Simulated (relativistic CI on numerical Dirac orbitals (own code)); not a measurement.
## Level scheme of Pm I

These numbers are calculated, not measured: Dirac-Coulomb-Breit CI, orbitals from a KLI potential per configuration, model QED (radiative potential, 1s self-energy scaled to tabulated hydrogen-like ionisation energies), valence Slater integrals scaled by 0.85, P86 correlation energy added to each configuration (own radial code, finite nucleus).

CI space (outside the closed core [Xe]): 4f5.6s2, 4f4.6s2.5d, 4f5.6s.6p, 4f5.6s.5d, 4f4.6s2.6p, 4f4.6s2.8s, 4f4.6s2.7d, 4f4.6s.7s2, 4f4.6s2.9s, 4f5.7s2. Levels of other configurations are missing.

```csv
No.,Configuration,Term,J,E (eV),%,Next component (%),jj configuration (%)
1,4f4.6s2.5d,6L,11/2,0.0000,96,4 4K,4f5/2^3 4f7/2 5d3/2 (36)
2,4f4.6s2.5d,6L,13/2,0.1684,97,2 4K,4f5/2^3 4f7/2 5d3/2 (43)
3,4f4.6s2.5d,6K,9/2,0.2375,94,5 4I,4f5/2^3 4f7/2 5d3/2 (32)
4,4f4.6s2.5d,6L,15/2,0.3526,98,1 4K,4f5/2^2 4f7/2^2 5d3/2 (39)
5,4f4.6s2.5d,6K,11/2,0.3858,95,3 4I,4f5/2^3 4f7/2 5d3/2 (38)
6,4f4.6s2.5d,6I,7/2,0.4762,87,10 4H,4f5/2^3 4f7/2 5d3/2 (31)
7,4f4.6s2.5d,6K,13/2,0.5479,95,1 4I,4f5/2^2 4f7/2^2 5d3/2 (35)
8,4f4.6s2.5d,6L,17/2,0.5494,98,1 4M,4f5/2^2 4f7/2^2 5d5/2 (45)
9,4f4.6s2.5d,6I,9/2,0.6114,91,5 4H,4f5/2^3 4f7/2 5d3/2 (35)
10,4f4.6s2.5d,6G,3/2,0.6251,94,3 4F,4f5/2^3 4f7/2 5d5/2 (37)
11,4f5.6s2,6H°,5/2,0.6609,96,4 4G°,4f5/2^3 4f7/2^2 (34)
12,4f4.6s2.5d,6G,5/2,0.6614,75,19 4G,4f5/2^3 4f7/2 5d5/2 (26)
13,4f4.6s2.5d,6K,15/2,0.7215,94,3 4L,4f5/2^2 4f7/2^2 5d5/2 (37)
14,4f4.6s2.5d,6G,7/2,0.7408,60,14 4H,4f5/2^3 4f7/2 5d5/2 (25)
15,4f4.6s2.5d,6H,5/2,0.7516,75,12 4G,4f5/2^3 4f7/2 5d5/2 (21)
16,4f4.6s2.5d,6L,19/2,0.7559,97,2 4M,4f5/2 4f7/2^3 5d5/2 (39)
17,4f4.6s2.5d,6I,11/2,0.7559,92,2 4f5.6s.6p 6I,4f5/2^2 4f7/2^2 5d3/2 (31)
18,4f5.6s2,6H°,7/2,0.7639,97,2 4G°,4f5/2^4 4f7/2 (39)
19,4f4.6s2.5d,6H,7/2,0.8458,54,20 4H,4f5/2^3 4f7/2 5d3/2 (34)
20,4f4.6s2.5d,6G,9/2,0.8533,46,23 4H,4f5/2^3 4f7/2 5d5/2 (25)
21,4f5.6s2,6H°,9/2,0.8856,98,1 4G°,4f5/2^3 4f7/2^2 (59)
22,4f4.6s2.5d,6K,17/2,0.9037,93,5 4L,4f5/2^2 4f7/2^2 5d5/2 (32)
23,4f4.6s2.5d,6I,13/2,0.9109,90,3 4K,4f5/2^2 4f7/2^2 5d5/2 (31)
24,4f4.6s2.5d,4H,7/2,0.9489,45,25 6H,4f5/2^3 4f7/2 5d5/2 (46)
25,4f4.6s2.5d,6L,21/2,0.9701,96,3 4M,4f5/2 4f7/2^3 5d5/2 (46)
26,4f4.6s2.5d,6H,9/2,0.9900,41,34 6G,4f5/2^2 4f7/2^2 5d3/2 (46)
27,4f4.6s2.5d,4G,5/2,0.9955,67,15 6H,4f5/2^3 4f7/2 5d5/2 (51)
28,4f4.6s2.5d,6G,11/2,1.0200,46,21 4H,4f5/2^2 4f7/2^2 5d3/2 (35)
29,4f5.6s2,6H°,11/2,1.0211,98,1 4I°,4f5/2^2 4f7/2^3 (50)
30,4f4.6s2.5d,4L,13/2,1.0318,94,2 2K,4f5/2^3 4f7/2 5d5/2 (36)
31,4f4.6s2.5d,6I,15/2,1.0763,88,6 4K,4f5/2^2 4f7/2^2 5d5/2 (23)
32,4f4.6s2.5d,6K,19/2,1.0917,91,9 4L,4f5/2 4f7/2^3 5d5/2 (31)
33,4f4.6s2.5d,6H,9/2,1.1049,34,33 4H,4f5/2^2 4f7/2^2 5d5/2 (39)
34,4f4.6s2.5d,6H,11/2,1.1606,39,38 6G,4f5/2^2 4f7/2^2 5d3/2 (33)
35,4f5.6s2,6H°,13/2,1.1662,97,2 4I°,4f5/2^2 4f7/2^3 (46)
36,4f4.6s2.5d,4K,11/2,1.1993,77,12 6H,4f5/2^3 4f7/2 5d5/2 (34)
37,4f4.6s2.5d,6G,13/2,1.2301,52,26 6H,4f5/2 4f7/2^3 5d3/2 (30)
38,4f4.6s2.5d,4G,7/2,1.2365,70,10 6G,4f5/2^2 4f7/2^2 5d5/2 (61)
39,4f4.6s2.5d,6I,17/2,1.2487,87,10 4K,4f5/2 4f7/2^3 5d3/2 (23)
40,4f4.6s2.5d,4L,15/2,1.2497,93,2 6K,4f5/2^2 4f7/2^2 5d5/2 (36)
41,4f5.6s.5d,8K°,7/2,1.2638,96,4 6I°,4f5/2^3 4f7/2^2 6s 5d3/2 (30)
42,4f4.6s2.5d,4H,11/2,1.3155,41,20 6H,4f5/2^2 4f7/2^2 5d5/2 (44)
43,4f5.6s2,6H°,15/2,1.3174,95,4 4I°,4f5/2^2 4f7/2^3 (39)
44,4f4.6s2.5d,4I,9/2,1.3280,69,14 4H,4f5/2^2 4f7/2^2 5d5/2 (41)
45,4f5.6s.5d,8K°,9/2,1.3312,95,3 6I°,4f5/2^3 4f7/2^2 6s 5d3/2 (28)
46,4f4.6s2.5d,6H,13/2,1.3413,52,36 6G,4f5/2 4f7/2^3 5d3/2 (36)
47,4f5.6s2,6F°,1/2,1.3651,96,3 4D°,4f5/2^3 4f7/2^2 (51)
48,4f5.6s2,6F°,3/2,1.3910,95,2 4D°,4f5/2^4 4f7/2 (36)
49,4f5.6s.5d,8K°,11/2,1.4134,95,2 6I°,4f5/2^3 4f7/2^2 6s 5d3/2 (30)
50,4f4.6s2.5d,4K,13/2,1.4191,83,6 4I,4f5/2^2 4f7/2^2 5d5/2 (42)
51,4f5.6s2,6F°,5/2,1.4435,94,3 4F°,4f5/2^3 4f7/2^2 (50)
52,4f4.6s2.5d,4L,17/2,1.4758,90,4 6K,4f5/2^2 4f7/2^2 5d5/2 (29)
53,4f4.6s2.5d,4G,9/2,1.4832,72,13 4H,4f5/2 4f7/2^3 5d5/2 (43)
54,4f4.6s2.5d,6H,15/2,1.4967,88,5 4f5.6s.6p 6H,4f5/2 4f7/2^3 5d3/2 (28)
55,4f5.6s.5d,8K°,13/2,1.5091,95,2 6K°,4f5/2^3 4f7/2^2 6s 5d3/2 (27)
56,4f5.6s2,6F°,7/2,1.5335,94,4 4F°,4f5/2^3 4f7/2^2 (39)
57,4f4.6s2.5d,4I,11/2,1.5572,64,20 4H,4f5/2^2 4f7/2^2 5d5/2 (40)
58,4f4.6s2.5d,4H,13/2,1.5612,52,23 4I,4f5/2^2 4f7/2^2 5d5/2 (34)
59,4f5.6s.5d,8H°,3/2,1.6082,93,6 6G°,4f5/2^3 4f7/2^2 6s 5d3/2 (24)
60,4f5.6s.5d,8I°,5/2,1.6110,66,29 8H°,4f5/2^4 4f7/2 6s 5d3/2 (21)
61,4f5.6s.5d,8K°,15/2,1.6168,96,2 6K°,4f5/2^3 4f7/2^2 6s 5d5/2 (31)
62,4f5.6s.6p,8I,5/2,1.6339,92,7 6H,4f5/2^3 4f7/2^2 6s 6p1/2 (28)
63,4f4.6s2.5d,4K,15/2,1.6466,85,5 6I,4f5/2 4f7/2^3 5d5/2 (32)
64,4f5.6s.5d,8I°,7/2,1.6561,61,33 8H°,4f5/2^3 4f7/2^2 6s 5d5/2 (18)
65,4f5.6s2,6F°,9/2,1.6568,96,2 4F°,4f5/2^2 4f7/2^3 (43)
66,4f5.6s.5d,8H°,5/2,1.6697,64,29 8I°,4f5/2^3 4f7/2^2 6s 5d3/2 (28)
67,4f5.6s.6p,8I,7/2,1.7026,92,5 6H,4f5/2^4 4f7/2 6s 6p1/2 (25)
68,4f4.6s2.5d,4L,19/2,1.7077,87,6 6K,4f5/2 4f7/2^3 5d5/2 (28)
69,4f5.6s.5d,8I°,9/2,1.7188,59,34 8H°,4f5/2^3 4f7/2^2 6s 5d5/2 (23)
70,4f4.6s2.5d,4G,11/2,1.7237,80,9 4H,4f5/2 4f7/2^3 5d5/2 (42)
```

Energies count from the lowest computed level; ° marks odd parity. Filled j subshells are mostly left out of the jj labels.

The mean weight of the leading LS term, summed over parents, in these 70 levels is 81 %, and that of the leading jj configuration (from the same eigenvectors) 35 %, so LS coupling describes them better.

For a near-neutral ion this model can misplace configurations by up to about 10,000 cm⁻¹ (more where the count of f electrons changes) and terms by 10 to 25 % of their spread. Rates follow the energies as ν³ (E1, M1) or ν⁵ (E2), so they and the lifetimes can be off by large factors. The fine structure of a lone outer electron comes out too small, for d and f at times inverted, and misplaced configurations move strength between like terms. 5 of the 12 excited levels that our extract of the measured tables holds in this range could be paired (the sources list more); they are missed by 112 cm⁻¹ on average and 206 at most, and levels without a partner can miss by more. Some levels of the ground configuration have no partner and can miss by 10 % or more. The computed lowest level isn't the tabulated ground level, which NIST ASD gives as 4f5 6s2 6H°5/2.

Landé's interval rule says that E(J) − E(J−1) = AJ with one A. For the ground term the intervals give A = 209.0, 198.1, 186.7, 175.3, 164.5 cm⁻¹ for J = 13/2, 15/2, 17/2, 19/2, 21/2; the multiplet is regular.

LS names give the leading component of a level, which can be under half, so a name can repeat, a term be missing and a line seem to break the LS rules.
